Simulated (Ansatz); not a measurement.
Input for Ansatz (an electronic-structure program): R-CCSD(T)/def2-TZVPP on H4SiTe (SMILES [SiH3][TeH]), a point of a torsion scan. Elements past Kr take the def2 small-core potentials; no spin–orbit coupling. The run froze 14 orbitals, filled d shells among them.

Ansatz 0.2 input:
```yaml
crystal:
  periodic: [false, false, false]
  atoms:
    - {symbol: Si, position_ang: [-0.64973864, 0.05165103, 0.01262027]}
    - {symbol: Te, position_ang: [1.67302370, 0.90023143, -0.22484673]}
    - {symbol: H, position_ang: [-0.83180413, -0.52798917, 1.33361743]}
    - {symbol: H, position_ang: [-1.60384212, 1.13971679, -0.17498784]}
    - {symbol: H, position_ang: [-0.92110264, -0.96083441, -1.00258776]}
    - {symbol: H, position_ang: [2.05924162, 0.42409278, 1.30230127]}
basis:
  gaussian:
    orbitals: def2-TZVPP
magnetization: {spin_polarized: false}
correlation: {method: ccsd_t, electrons: outside_noble_gas}
scf: {lower_state_search: off}
```

Output:

```
WARN ansatz: RAYON_NUM_THREADS=1 ignored (pool sized by the plan → 1); use --threads N
Functional definition: HF
these checks for a lower state are left out or cut short: stability, starts, cluster_reference, orbital_swaps, neighbouring_geometries, increment
integrals: 0.33 GiB planned
1015 factors; integrals over basis functions are off by at most 7.9e-4 eV
mean field: 0.41 GiB planned
mean field evaluation 1: about -15190.5962 eV, gradient 1.2e1 eV
mean field evaluation 2: about -15190.7364 eV, gradient 1.3e1 eV
mean field evaluation 4: about -15191.6337 eV, gradient 2.6e0 eV
mean field evaluation 8: about -15191.6498 eV, gradient 1.1e-1 eV
mean field -15191.64986574 eV, -558.2828352960 hartree, gradient 3.8e-6 eV, S^2 0.000000; 0 other end points of the search recorded, 0 dependent functions left out
14 core orbitals not correlated
reference -15191.64986574 eV, -558.2828352960 hartree; 7, 7 occupied and 127, 127 virtual orbitals, 1015 factors
second order -7.29943887 eV of doubles, -0.00000000 eV of singles
coupled cluster: 0.91 GiB planned
cycle   1  -8.09831901 eV  change   -8.0e-1 eV  update   7.3e-2
cycle   2  -8.39396579 eV  change   -3.0e-1 eV  update   2.3e-2
cycle   3  -8.42073535 eV  change   -2.7e-2 eV  update   7.5e-3
cycle   4  -8.41798062 eV  change    2.8e-3 eV  update   2.4e-3
cycle   5  -8.41718791 eV  change    7.9e-4 eV  update   7.0e-4
cycle   6  -8.41705834 eV  change    1.3e-4 eV  update   2.2e-4
cycle   7  -8.41709454 eV  change   -3.6e-5 eV  update   6.3e-5
cycle   8  -8.41711085 eV  change   -1.6e-5 eV  update   2.1e-5
cycle   9  -8.41710598 eV  change    4.9e-6 eV  update   7.3e-6
perturbative correction -0.30333348 eV, -0.0111472999 hartree
Total energy: -15200.37030520 eV, -558.6033055352 hartree
Checks for a lower state left out: stability, starts, cluster_reference, orbital_swaps, neighbouring_geometries, increment
```

The calculation finished and met its thresholds.

Cost: around 16 core-seconds (rough).
